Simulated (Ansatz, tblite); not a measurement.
Cost and result up the ladder for the cluster B2Sb⁺ (3 atoms). The state is a singlet with charge 1. Geometry: PBE-D4/def2-TZVP.

```xyz
3

B    -0.2013    0.5798    0.8170
B     1.0012    0.2009   -0.0373
Sb   -0.7999   -0.7806   -0.7797
```

Ansatz on 4 threads of Arm Neoverse V2 on a shared host; xTB runs through tblite on one thread. Times are rough, summed over both states, and most runs start from the orbitals of an earlier one. ωB97M-V/def2-TZVP serves as the yardstick here, not as an exact answer. The other state is a triplet at its own geometry.

In the def2 sets Sb takes a core potential; there is no spin–orbit coupling. The xTB rows come from tblite. HSE06 is defined as in plane-wave codes, on full-range PBE exchange. Correlated methods freeze 6 core orbitals; core or outer-core shells of Sb are correlated, in sets that lack core-valence functions. The structure comes from a short search, and lower isomers may exist.

Run but left out: HF/def2-TZVP, HF/def2-TZVPP, r2SCAN-D4/def2-TZVP (singlet: restricted singlet, unstable towards broken spin symmetry); MP2/def2-TZVP, MP2/def2-TZVPP, CCSD/def2-TZVPP, CCSD(T)/def2-TZVPP (triplet: ⟨S²⟩ 2.78, where a pure state has 2.00).

Correlated methods converge slowly with the basis.

xTB has no spin-polarisation term.

```csv
level,functions,wall time,triplet − singlet (eV),difference from ωB97M-V/def2-TZVP (eV)
GFN1-xTB,17,0.003 s,1.43,0.61
GFN2-xTB,17,0.005 s,1.69,0.87
PBE-D4/def2-TZVP,112,1.7 s,0.80,-0.02
revPBE-D4/def2-TZVP,112,1.7 s,0.76,-0.06
RPA@PBE/def2-TZVP,112,2.6 s,0.93,0.11
HSE06-D4/def2-TZVP,112,3.4 s,0.66,-0.17
CAM-B3LYP-D4/def2-TZVP,112,3.6 s,0.64,-0.19
PBE0-D4/def2-TZVP,112,5.1 s,0.65,-0.17
ωB97M-V/def2-TZVP,112,12 s,0.82,0.00
```
